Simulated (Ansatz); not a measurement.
The cluster Sn3⁺. The state is a quartet with charge 1. Geometry B3LYP-D4/def2-SVP; atoms count from 1.

```csv
atom,x (Å),y (Å),z (Å)
Sn1,1.5111,-0.8728,-0.2231
Sn2,-0.1206,1.2490,1.2330
Sn3,-1.3905,-0.3763,-1.0099
```

In the def2 sets Sn takes a core potential; there is no spin–orbit coupling. The structure comes from a short search, and lower isomers may exist.

Question: Estimate the Mulliken populations from the PBE0/def2-TZVP orbitals of Ansatz.

Answer: 
```
atom  charge (e)  spin (α − β)
 Sn1        0.33          1.00
 Sn2        0.33          1.00
 Sn3        0.33          1.00
```
Mulliken values and Mayer orders depend strongly on the basis.

Question: Where does the spin sit?

Answer: Summed by element: Sn 3.00, of 3 unpaired in all. Largest on single atoms: Sn1 1.00, Sn2 1.00, Sn3 1.00.

Question: And the Mayer bond orders between bonded heavy atoms (over 0.3)?

Answer: Sn1–Sn2 0.97 (3.05 Å); Sn1–Sn3 0.97 (3.05 Å); Sn2–Sn3 0.97 (3.05 Å).
